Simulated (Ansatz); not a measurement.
Si₂₅PH₃₆, a doped nanocrystal cut from the lattice of silicon (P on a surface site). The state is a doublet with charge 0. Geometry PBE-D4/def2-SVP; atoms count from 1.

```xyz
62

P    -2.106    1.103   -2.997
Si    3.846    2.990   -1.234
Si    0.449    3.786   -2.541
Si    4.334    1.083    2.095
Si    1.194   -0.106    4.058
Si   -2.341    0.940    3.111
Si    0.638    1.714    0.708
Si    1.164   -0.181   -2.598
Si    1.604   -1.948    0.671
Si   -1.968   -0.968   -0.141
Si   -2.155   -2.773   -3.550
Si   -1.248   -2.835    3.100
Si   -1.441   -4.868   -0.303
Si    2.879    2.447    0.844
Si   -0.477    3.472   -0.391
Si    2.586    4.719   -2.216
Si    0.865    1.831   -3.758
Si   -0.074    1.543    2.947
Si    3.432    0.605    4.217
Si    1.000   -2.165    2.932
Si   -3.411    0.541   -1.213
Si   -2.591   -1.175    2.114
Si    0.286   -0.323   -0.405
Si   -2.502   -2.982   -1.229
Si   -2.693   -0.623   -4.381
Si   -1.716   -4.891    2.042
H     5.282    3.396   -1.006
H     3.837    1.778   -2.131
H    -0.430    4.701   -3.363
H     5.627    1.844    2.271
H     4.647   -0.186    1.349
H     0.632   -0.289    5.450
H    -2.754    0.898    4.562
H    -3.220    1.935    2.394
H     2.637   -0.467   -2.427
H     0.598   -1.301   -3.437
H     3.053   -1.548    0.556
H     1.446   -3.277   -0.023
H    -2.931    2.090   -3.647
H    -0.730   -3.115   -3.893
H    -3.050   -3.748   -4.278
H    -1.598   -2.968    4.565
H     0.016   -4.874   -0.676
H    -2.072   -6.115   -0.873
H     2.773    3.745    1.617
H    -0.241    4.729    0.412
H    -1.964    3.239   -0.445
H     2.556    5.898   -1.274
H     3.188    5.160   -3.526
H     0.016    1.684   -5.000
H     0.162    2.877    3.619
H     3.466    1.878    5.028
H     4.264   -0.431    4.935
H     1.879   -3.193    3.610
H    -3.709    1.781   -0.417
H    -4.713   -0.130   -1.580
H    -4.038   -1.613    2.134
H    -3.990   -3.149   -1.014
H    -1.975   -0.381   -5.686
H    -4.179   -0.579   -4.642
H    -0.873   -5.987    2.645
H    -3.165   -5.222    2.310
```

Single mean-field runs in def2-SVP are fitted with def2-universal-jkfit. Another isomer (doublet) lies 0.11 eV lower at PBE0-D4/def2-SVP; other spin states weren't run for this one.

Question: Estimate the Mulliken populations of the heavy atoms from the PBE0/def2-SVP orbitals of Ansatz.

Answer: 
```json
{"atom": "P1", "charge (e)": "-0.29", "spin (α − β)": "0.03"}
{"atom": "Si2", "charge (e)": "0.07", "spin (α − β)": "0.00"}
{"atom": "Si3", "charge (e)": "-0.10", "spin (α − β)": "-0.02"}
{"atom": "Si4", "charge (e)": "0.07", "spin (α − β)": "0.00"}
{"atom": "Si5", "charge (e)": "-0.07", "spin (α − β)": "0.00"}
{"atom": "Si6", "charge (e)": "0.15", "spin (α − β)": "0.00"}
{"atom": "Si7", "charge (e)": "-0.22", "spin (α − β)": "0.00"}
{"atom": "Si8", "charge (e)": "0.12", "spin (α − β)": "-0.02"}
{"atom": "Si9", "charge (e)": "0.13", "spin (α − β)": "0.00"}
{"atom": "Si10", "charge (e)": "-0.26", "spin (α − β)": "0.00"}
{"atom": "Si11", "charge (e)": "0.08", "spin (α − β)": "0.00"}
{"atom": "Si12", "charge (e)": "-0.06", "spin (α − β)": "0.00"}
{"atom": "Si13", "charge (e)": "0.07", "spin (α − β)": "0.00"}
{"atom": "Si14", "charge (e)": "-0.06", "spin (α − β)": "0.00"}
{"atom": "Si15", "charge (e)": "0.15", "spin (α − β)": "0.03"}
{"atom": "Si16", "charge (e)": "0.09", "spin (α − β)": "0.01"}
{"atom": "Si17", "charge (e)": "-0.03", "spin (α − β)": "0.91"}
{"atom": "Si18", "charge (e)": "-0.02", "spin (α − β)": "0.00"}
{"atom": "Si19", "charge (e)": "0.11", "spin (α − β)": "0.00"}
{"atom": "Si20", "charge (e)": "-0.04", "spin (α − β)": "0.00"}
{"atom": "Si21", "charge (e)": "0.21", "spin (α − β)": "0.04"}
{"atom": "Si22", "charge (e)": "-0.03", "spin (α − β)": "0.00"}
{"atom": "Si23", "charge (e)": "-0.17", "spin (α − β)": "0.03"}
{"atom": "Si24", "charge (e)": "-0.04", "spin (α − β)": "0.00"}
{"atom": "Si25", "charge (e)": "0.15", "spin (α − β)": "0.00"}
{"atom": "Si26", "charge (e)": "0.10", "spin (α − β)": "0.00"}
```
Mulliken values depend strongly on the basis.

Question: Where does the spin sit?

Answer: Summed by element: P 0.03, Si 0.98, H 0.00, of 1 unpaired in all. Largest on single atoms: Si17 0.91, Si21 0.04, Si15 0.03.

Question: And the Mayer bond orders between heavy atoms (over 0.3)?

Answer: P1–Si21 0.94 (2.28 Å); P1–Si25 0.94 (2.29 Å); Si2–Si14 0.94 (2.36 Å); Si2–Si16 0.95 (2.35 Å); Si3–Si15 0.92 (2.36 Å); Si3–Si16 0.94 (2.35 Å); Si3–Si17 0.92 (2.34 Å); Si4–Si14 0.95 (2.35 Å); Si4–Si19 0.95 (2.36 Å); Si5–Si18 0.92 (2.36 Å); Si5–Si19 0.94 (2.35 Å); Si5–Si20 0.93 (2.35 Å); Si6–Si18 0.94 (2.35 Å); Si6–Si22 0.94 (2.35 Å); Si7–Si14 0.92 (2.36 Å); Si7–Si15 0.93 (2.35 Å); Si7–Si18 0.92 (2.35 Å); Si7–Si23 0.92 (2.35 Å); Si8–Si17 0.94 (2.34 Å); Si8–Si23 0.90 (2.37 Å); Si9–Si20 0.94 (2.35 Å); Si9–Si23 0.93 (2.35 Å); Si10–Si21 0.92 (2.35 Å); Si10–Si22 0.92 (2.35 Å); Si10–Si23 0.91 (2.36 Å); Si10–Si24 0.93 (2.35 Å); Si11–Si24 0.94 (2.36 Å); Si11–Si25 0.95 (2.37 Å); Si12–Si20 0.93 (2.35 Å); Si12–Si22 0.93 (2.35 Å); Si12–Si26 0.94 (2.36 Å); Si13–Si24 0.94 (2.35 Å); Si13–Si26 0.95 (2.36 Å).
